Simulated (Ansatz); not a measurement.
Isolated molecules relaxed with PBE0-D4/def2-TZVP in Ansatz; ΔE leaves out vibrations. CCSD(T)/CBS is the MP2 limit (def2-TZVPP, def2-QZVPP) plus CCSD(T) − MP2 in def2-TZVPP, frozen cores. This one scheme is used for every species. DFT in def2-TZVPP. One conformer a species, not always the lowest.

Consider the ligand exchange at the Al–C bond: `[CH3][Al]([F])[CH2]F` + `[SiH3]S` → `[CH3][Al]([F])[S][SiH3]` + fluoromethane.

```csv
level,ΔE (kcal/mol)
r2SCAN-D4,-34.9
ωB97M-V,-33.4
```

Problem. What does CCSD(T)/CBS give? (An estimate is asked.)

Solution. Computed: -35.1 kcal/mol. The listed levels differ from it by 0.2, 1.7 kcal/mol.

Largest T1 diagnostic among the species: 0.012.

From PBE to PBE0 (25 % exact exchange), in def2-TZVPP and without D4, ΔE moves by −1.7 kcal/mol. The D4 term adds −1.8 kcal/mol with B3LYP and −1.0 kcal/mol with PBE0; it sums over pairs of atoms, weighted by their polarisabilities, and B3LYP, whose exchange is more repulsive, gets the larger term.

B3LYP here is the variant with VWN-RPA as its local correlation; programs differ in this.
